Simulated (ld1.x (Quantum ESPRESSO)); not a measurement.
# PBE RRKJ dataset for Lu, fully relativistic all-electron reference.

The input file (ld1.x (Quantum ESPRESSO) 7.5):

```
&input
   title='Lu', zed=71., rel=2, dft='PBE', iswitch=3,
   config='[Xe] 4f14 5d1 6s2 6p0', rel_dist='average',
   nld=7, rlderiv=3.00, eminld=-6.0, emaxld=5.0, deld=0.02
 /
 &inputp
   pseudotype=2, tm=.false., rho0=0.005, lloc=0,
   nlcc=.true.,
   file_pseudopw='Lu.UPF', file_wfcaegen='ae.wfc', file_wfcncgen='nc.wfc', file_beta='beta', file_chi='chi'
 /
4
5P  2  1   6.00   0.00  2.05  2.05  0.0
5D  3  2   1.00   0.00  2.75  2.75  0.0
4F  4  3  14.00   0.00  0.60  0.60  0.0
5S  1  0   2.00   0.00  1.60  1.60  0.0
 &test
   configts(1)='4f14 5s2 5p6 5d1 6s2 6p0'
 /
```

Command:

```bash
ld1.x < Lu.in > Lu.out
```

Resulting log (shortened: banner, matrices, multipoles, cross overlaps and the repeated all-electron block are left out):

```
Program LD1 v.7.5
 state nlj           4           3   2.5000000000000000       not converged
 state nlj           4           3   3.5000000000000000       not converged
 state nlj           4           3   2.5000000000000000       not converged
 state nlj           4           3   3.5000000000000000       not converged
 state nlj           5           2   1.5000000000000000       not converged
 state nlj           5           2   2.5000000000000000       not converged
 state nlj           6           1  0.50000000000000000       not converged
 state nlj           6           1   1.5000000000000000       not converged
 classical turning point too close to mesh           5           2          -3
 classical turning point too close to mesh           6           0          -1
     --------------------------- All-electron run ----------------------------

     Lu
     dirac relativistic calculation

     atomic number is 71.00
     dft =PBE   lsd =0 sic =0 latt =0  beta=0.20 tr2=1.0E-14
     Exchange-correlation= PBE
                           (   1   4   3   4   0   0   0)
     mesh =1271 r(mesh) = 100.71756 a.u. xmin = -7.00 dx = 0.01250
     1 Ry =  13.60569312 eV, c = 137.03599908

     n l j   nl                  e(Ry)          e(Ha)          e(eV)
     Spin orbit split results
     1 0 0.5 1S 1( 2.00)     -4642.5084     -2321.2542    -63164.5451
     2 0 0.5 2S 1( 2.00)      -789.7580      -394.8790    -10745.2057
     2 1 0.5 2P 1( 2.00)      -753.7093      -376.8547    -10254.7377
     2 1 1.5 2P 1( 4.00)      -671.5660      -335.7830     -9137.1207
     3 0 0.5 3S 1( 2.00)      -178.9683       -89.4841     -2434.9874
     3 1 0.5 3P 1( 2.00)      -163.0414       -81.5207     -2218.2915
     3 1 1.5 3P 1( 4.00)      -145.5203       -72.7602     -1979.9049
     4 0 0.5 4S 1( 2.00)       -35.6272       -17.8136      -484.7322
     4 1 0.5 4P 1( 2.00)       -29.1448       -14.5724      -396.5355
     4 1 1.5 4P 1( 4.00)       -25.1588       -12.5794      -342.3026
     3 2 1.5 3D 1( 4.00)      -118.5248       -59.2624     -1612.6122
     3 2 2.5 3D 1( 6.00)      -114.7001       -57.3500     -1560.5742
     5 0 0.5 5S 1( 2.00)        -4.4777        -2.2388       -60.9222
     5 1 0.5 5P 1( 2.00)        -2.6890        -1.3445       -36.5858
     5 1 1.5 5P 1( 4.00)        -2.1836        -1.0918       -29.7098
     4 2 1.5 4D 1( 4.00)       -14.5118        -7.2559      -197.4427
     4 2 2.5 4D 1( 6.00)       -13.7842        -6.8921      -187.5431
     4 3 2.5 4F 1( 6.00)        -0.7675        -0.3838       -10.4430
     4 3 3.5 4F 1( 8.00)        -0.6557        -0.3278        -8.9207
     5 2 1.5 5D 1( 0.40)        -0.1432        -0.0716        -1.9477
     5 2 2.5 5D 1( 0.60)        -0.1199        -0.0599        -1.6306
     6 0 0.5 6S 1( 2.00)        -0.3425        -0.1713        -4.6603
     6 1 0.5 6P 1( 0.00)        -0.1163        -0.0581        -1.5822
     6 1 1.5 6P 1( 0.00)        -0.0925        -0.0462        -1.2582
     Averaged results
     1 0     1S 1( 2.00)     -4642.5084     -2321.2542    -63164.5451
     2 0     2S 1( 2.00)      -789.7580      -394.8790    -10745.2057
     2 1     2P 1( 6.00)      -698.9471      -349.4735     -9509.6597
     3 0     3S 1( 2.00)      -178.9683       -89.4841     -2434.9874
     3 1     3P 1( 6.00)      -151.3607       -75.6803     -2059.3671
     4 0     4S 1( 2.00)       -35.6272       -17.8136      -484.7322
     4 1     4P 1( 6.00)       -26.4875       -13.2437      -360.3802
     3 2     3D 1(10.00)      -116.2300       -58.1150     -1581.3894
     5 0     5S 1( 2.00)        -4.4777        -2.2388       -60.9222
     5 1     5P 1( 6.00)        -2.3521        -1.1760       -32.0018
     4 2     4D 1(10.00)       -14.0752        -7.0376      -191.5029
     4 3     4F 1(14.00)        -0.7036        -0.3518        -9.5731
     5 2     5D 1( 1.00)        -0.1292        -0.0646        -1.7575
     6 0     6S 1( 2.00)        -0.3425        -0.1713        -4.6603
     6 1     6P 1( 0.00)        -0.1004        -0.0502        -1.3662

     final scf error:  4.2E-15 reached in  33 iterations

     Etot =  -29162.187544 Ry,  -14581.093772 Ha, -396771.774518 eV

     Ekin =   32514.989011 Ry,   16257.494506 Ha,  442388.962384 eV
     Encl =  -72529.914500 Ry,  -36264.957250 Ha, -986819.758927 eV
     Eh   =   11457.006154 Ry,    5728.503077 Ha,  155880.509843 eV
     Exc  =    -604.268209 Ry,    -302.134105 Ha,   -8221.487817 eV

     normalization and overlap integrals

     s(1S/1S) =  1.000000  <r> =   0.0193  <r2> =    0.0005  r(max) =   0.0121
     s(2S/2S) =  1.000000  <r> =   0.0812  <r2> =    0.0079  r(max) =   0.0698
     s(2P/2P) =  1.000000  <r> =   0.0674  <r2> =    0.0056  r(max) =   0.0523
     s(2P/2P) =  1.000000  <r> =   0.0750  <r2> =    0.0069  r(max) =   0.0586
     s(3S/3S) =  1.000000  <r> =   0.2121  <r2> =    0.0516  r(max) =   0.1969
     s(3P/3P) =  1.000000  <r> =   0.2020  <r2> =    0.0475  r(max) =   0.1849
     s(3P/3P) =  1.000000  <r> =   0.2162  <r2> =    0.0542  r(max) =   0.1969
     s(4S/4S) =  1.000000  <r> =   0.4778  <r2> =    0.2581  r(max) =   0.4492
     s(4P/4P) =  1.000000  <r> =   0.4850  <r2> =    0.2681  r(max) =   0.4492
     s(4P/4P) =  1.000000  <r> =   0.5176  <r2> =    0.3051  r(max) =   0.4782
     s(3D/3D) =  1.000000  <r> =   0.1898  <r2> =    0.0424  r(max) =   0.1553
     s(3D/3D) =  1.000000  <r> =   0.1942  <r2> =    0.0442  r(max) =   0.1592
     s(5S/5S) =  1.000000  <r> =   1.1721  <r2> =    1.5482  r(max) =   1.0380
     s(5P/5P) =  1.000000  <r> =   1.3163  <r2> =    1.9739  r(max) =   1.1329
     s(5P/5P) =  1.000000  <r> =   1.4308  <r2> =    2.3364  r(max) =   1.2212
     s(4D/4D) =  1.000000  <r> =   0.5409  <r2> =    0.3399  r(max) =   0.4782
     s(4D/4D) =  1.000000  <r> =   0.5524  <r2> =    0.3544  r(max) =   0.4842
     s(4F/4F) =  1.000000  <r> =   0.7163  <r2> =    0.6824  r(max) =   0.4664
     s(4F/4F) =  1.000000  <r> =   0.7326  <r2> =    0.7196  r(max) =   0.4723
     s(5D/5D) =  1.000000  <r> =   2.8268  <r2> =   10.2539  r(max) =   1.7992
     s(5D/5D) =  1.000000  <r> =   3.0071  <r2> =   11.6733  r(max) =   1.8679
     s(6S/6S) =  1.000000  <r> =   3.6457  <r2> =   15.1764  r(max) =   3.0797
     s(6P/6P) =  1.000000  <r> =   5.0564  <r2> =   29.7881  r(max) =   4.0545
     s(6P/6P) =  1.000000  <r> =   5.5420  <r2> =   35.8030  r(max) =   4.3702

     ------------------------ End of All-electron run ------------------------

     --------------------- Generating NC pseudopotential ---------------------

      Generating local pot.: lloc=0, matching radius rcloc =   1.6000

      Computing core charge for nlcc:

       r > 0.56 : true rho core
       r < 0.56 : rho core = a sin(br)/r    a= 103.64  b=   4.34

      Integrated core pseudo-charge :  22.80

     Fully relativistic calculation: |psi|^2

     Wfc 5P LC norm =  0.99972754 SC norm =  0.00027243 missing  0.00000003

     Wfc 5P LC norm =  0.99976811 SC norm =  0.00023174 missing  0.00000015

     Wfc 5D LC norm =  0.99993352 SC norm =  0.00006640 missing  0.00000008

     Wfc 5D LC norm =  0.99994074 SC norm =  0.00005542 missing  0.00000384

     Wfc 4F LC norm =  0.99922430 SC norm =  0.00077570 missing  0.00000000

     Wfc 4F LC norm =  0.99924531 SC norm =  0.00075464 missing  0.00000005

      Wfc   5P  rcut= 2.039  Estimated cut-off energy=       44.25 Ry
      This function has    0 nodes for 0 < r <    2.039

      Wfc   5P  rcut= 2.039  Estimated cut-off energy=       43.89 Ry
      This function has    0 nodes for 0 < r <    2.039

      Wfc   5D  rcut= 2.752  Estimated cut-off energy=       30.69 Ry
      This function has    0 nodes for 0 < r <    2.752

      Wfc   5D  rcut= 2.752  Estimated cut-off energy=       30.63 Ry
      This function has    0 nodes for 0 < r <    2.752

      Wfc   4F  rcut= 0.599  Estimated cut-off energy=      817.42 Ry
      This function has    0 nodes for 0 < r <    0.599

      Wfc   4F  rcut= 0.599  Estimated cut-off energy=      817.10 Ry
      This function has    0 nodes for 0 < r <    0.599

     ------------------- End of pseudopotential generation -------------------

 state nlj           4           3   2.5000000000000000       not converged
 state nlj           4           3   3.5000000000000000       not converged
 state nlj           4           3   2.5000000000000000       not converged
 state nlj           4           3   3.5000000000000000       not converged
 state nlj           5           2   1.5000000000000000       not converged
 state nlj           5           2   2.5000000000000000       not converged
 state nlj           6           1  0.50000000000000000       not converged
 state nlj           6           1   1.5000000000000000       not converged
 classical turning point too close to mesh           5           2          -3
 classical turning point too close to mesh           6           0          -1
     Computing logarithmic derivative in   2.98497

       Warning: n=4, l=3 expected 0 nodes, found 1
       Setting wfc to zero for this iteration
       (This warning will only be printed once per wavefunction)

     Computing logarithmic derivative in   2.98497
     Computing the partial wave expansion
       no projector for channel:   0
     R is outside the sphere for l=    1 j= 0.50
     R is outside the sphere for l=    1 j= 1.50
     R is outside the sphere for l=    2 j= 1.50
     R is outside the sphere for l=    2 j= 2.50
     R is outside the sphere for l=    3 j= 2.50
     R is outside the sphere for l=    3 j= 3.50

     ---------------------- Testing the pseudopotential ----------------------

     Lu
     dirac relativistic calculation

     atomic number is 71.00   valence charge is 25.00
     dft =PBE   lsd =0 sic =0 latt =0  beta=0.20 tr2=1.0E-14
     mesh =1271 r(mesh) = 100.71756 xmin = -7.00 dx = 0.01250

     n l  j  nl             e AE (Ry)       e PS (Ry)    De AE-PS (Ry)
     4 3 2.5 4F   1( 6.00)       -0.76755       -0.76754       -0.00000
     4 3 3.5 4F   1( 8.00)       -0.65566       -0.65566        0.00000
     1 0 0.5 5S   1( 2.00)       -4.47770       -4.47770        0.00001
     2 1 0.5 5P   1( 2.00)       -2.68901       -2.68901       -0.00000
     2 1 1.5 5P   1( 4.00)       -2.18363       -2.18363        0.00000
     3 2 1.5 5D   1( 0.40)       -0.14315       -0.14315       -0.00000
     3 2 2.5 5D   1( 0.60)       -0.11985       -0.11985        0.00000
     2 0 0.5 6S   1( 2.00)       -0.34252       -0.36951        0.02699  !
     3 1 0.5 6P   1( 0.00)       -0.11629       -0.12999        0.01370  !
     3 1 1.5 6P   1( 0.00)       -0.09247       -0.09411        0.00164

     eps = 6.5E-15  iter = 18

     Etot =  -29162.187544 Ry,  -14581.093772 Ha, -396771.774518 eV
     Etotps =  -631.929048 Ry,    -315.964524 Ha,   -8597.832700 eV

     Ekin =     761.251429 Ry,     380.625715 Ha,   10357.353337 eV
     Encl =   -1090.989337 Ry,    -545.494668 Ha,  -14843.666115 eV
     Ehrt =     529.224908 Ry,     264.612454 Ha,    7200.471688 eV
     Ecxc =    -147.798272 Ry,     -73.899136 Ha,   -2010.897940 eV
     (Ecc =     -76.811134 Ry,     -38.405567 Ha,   -1045.068717 eV)
     Epseu=    -683.617776 Ry,    -341.808888 Ha,   -9301.093670 eV

     ---------------------- End of pseudopotential test ----------------------
```

A Bessel basis up to 400 Ry misses an occupied level by 0.86 Ry, so cutoffs and ghosts were not judged. The potential misses its own reference levels by up to 0.4 eV. ld1.x takes every shell without a wave as core, so the model core holds the 6s electrons as well and exchange and correlation see them twice. This cancels in the reference configuration, but the file is broken for other ones, and its errors say nothing about a proper core correction.

Generation and configuration tests took about 4.4 s on one core of a shared server CPU.
